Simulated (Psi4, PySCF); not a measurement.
HFMg (SMILES [F][MgH]), singlet, at a GFN2-xTB geometry (such geometries of metal compounds can be far from the true shape). Base run: PBE0/def2-SVPD, TDA (PySCF).

The PySCF input:
```python
from pyscf import gto, scf, dft, tdscf

mol = gto.Mole()
mol.atom = '''
    Mg   -0.000000   -0.000000   -0.621154
    H    -0.000000   -0.000000   -2.149800
    F     0.000000    0.000000    1.067072
'''
mol.basis = 'def2-svpd'
mol.charge = 0
mol.spin = 0
mol.verbose = 4
mol.build()

mf = dft.RKS(mol)
mf.xc = 'pbe0'
mf.kernel()
td = mf.TDA()
td.nstates = 5
td.kernel()
td.analyze()
```

Programs used: Psi4, PySCF; a row that names a program was run with it.

Variants of this job, named by their change:

| change | first excitation (eV) | oscillator strength of the first | second (eV) |
|---|---|---|---|
| base | 7.03 | 0.227 | 7.03 |
| conv_tol = 1e-3 | 7.03 | 0.227 | 7.03 |
| functional = camb3lyp | 7.19 | 0.232 | 7.19 |
| code = psi4 | 7.03 | 0.227 | 7.03 |
| functional = hf | 7.81 | 0.316 | 7.81 |
| states = triplets | 5.72 | - | 6.16 |
| nstates = 15 | 7.03 | 0.227 | 7.03 |
| functional = bhandhlyp | 7.39 | 0.260 | 7.39 |
| functional = pbe | 6.56 | 0.150 | 6.56 |
| functional = wb97x | 7.25 | 0.285 | 7.25 |

An iterative solver can miss low states, so a row lists the states that it found.
